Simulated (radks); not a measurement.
Species: Tm3+. Configuration: [Xe] 4f12. Method: non-relativistic Kohn-Sham, PBEsol, spin-polarised, spherical densities, point nucleus; open shells are filled with parallel spins first (spin-orbit coupling, left out, can overturn this in heavy ions); relativity is left out, which matters for an element this heavy; computed with a radial shooting solver on a logarithmic mesh with Libxc functionals.

Normalised radial functions P(r) = r R(r), r in bohr:

```
   r/bohr * 5p up (the largest magnitude, 0.957, reaches the edge; | marks zero)
   0.0011                             *
 0.001271                             *
 0.001456                             *
 0.001668                             *
 0.001926                             *
 0.002207                             *
 0.002549                             *
  0.00292                             *
 0.003372                             *
 0.003864                             *
 0.004426                             *
 0.005112                             *
 0.005857                             *
 0.006764                             |*
 0.007749                             |*
 0.008878                             |*
  0.01025                             |*
  0.01175                             | *
  0.01357                             | *
  0.01554                             | *
  0.01781                             |  *
  0.02057                             |   *
  0.02356                             |   *
  0.02721                             |    *
  0.03117                             |    *
    0.036                             |     *
  0.04125                             |     *
  0.04726                             |     *
  0.05458                             |     *
  0.06253                             |    *
  0.07221                             |   *
  0.08273                             | *
  0.09478                            *|
   0.1095                         *   |
   0.1254                       *     |
   0.1448                     *       |
   0.1659                    *        |
   0.1916                     *       |
   0.2196                       *     |
   0.2515                            *|
   0.2905                             |   *
   0.3328                             |        *
   0.3844                             |            *
   0.4404                             |             *
   0.5045                             |           *
   0.5827                             |     *
   0.6675                            *|
   0.7709                   *         |
   0.8832            *                |
    1.012      *                      |
    1.169  *                          |
    1.339  *                          |
    1.546    *                        |
    1.772        *                    |
    2.046             *               |
    2.344                  *          |
    2.685                      *      |
    3.101                         *   |
    3.553                           * |
    4.104                            *|
    4.701                             *
```

5p up: eigenvalue -54.691 eV, 3 radial nodes at r = 0.0909, 0.262, 0.655 bohr, <r> = 1.45 bohr, 90 % of the charge inside 2.11 bohr.
